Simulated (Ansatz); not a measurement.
Process, species as SMILES: F[SiH] (F-SiH) (closed-shell singlet) → F atom + H atom + Si atom
B3LYP-D3(BJ)/def2-TZVP geometries, fixed; electronic energies without zero-point terms.
Largest species:
```
Si
F 1 1.6199
H 1 1.5380 2 96.45
```
Charge 0, spin multiplicity 1.

Basis-set convergence of the atomisation energy at PBE0 with Ansatz (a program for electronic structure). Cartesian d functions, on some or all atoms, in 6-31G*, 6-31G**, 6-311G**; all else is spherical. The program fits the integrals of some runs and decomposes those of others, by size. Open shells are unrestricted. No added dispersion term, no relativity. Functions are those of the species that has most. Reference: the value in pcseg-4, 212.53 kcal/mol, itself unsure by roughly 0.05 kcal/mol (its mean distance from aug-pcseg-3, aug-cc-pV(Q+d)Z, cc-pV(5+d)Z). Deviations are taken from unrounded values.

```tsv
basis	functions
STO-3G	15
3-21G	24
6-31G	24
6-31G*	36
6-31G**	39
6-311G**	51
def2-SVPD	55
aug-pcseg-1	59
def2-TZVPD	92
def2-TZVPPD	105
aug-pcseg-2	119
def2-QZVPPD	175
aug-pcseg-3	223
```

Problem. Which is the smallest set listed that can be trusted to 4 kcal/mol here, that is, within that of the reference together with its larger relatives (same family, alike in diffuse functions; a set with none to test it counts only in the reference's own line)?

Solution. The smallest set listed that lies within 4 kcal/mol of the reference with all its larger relatives (same family, alike in diffuse functions; a set with none counts only in the reference's own line) is def2-TZVPD (92 functions, -1.14 kcal/mol off). Value minus reference: STO-3G 23.29, 3-21G -26.01, 6-31G -37.06, 6-31G* -5.98, 6-31G** -5.39, 6-311G** -9.53, def2-SVPD -5.40, aug-pcseg-1 -6.57, def2-TZVPD -1.14, def2-TZVPPD -1.01, aug-pcseg-2 -0.44, def2-QZVPPD -0.34, aug-pcseg-3 0.00 kcal/mol.
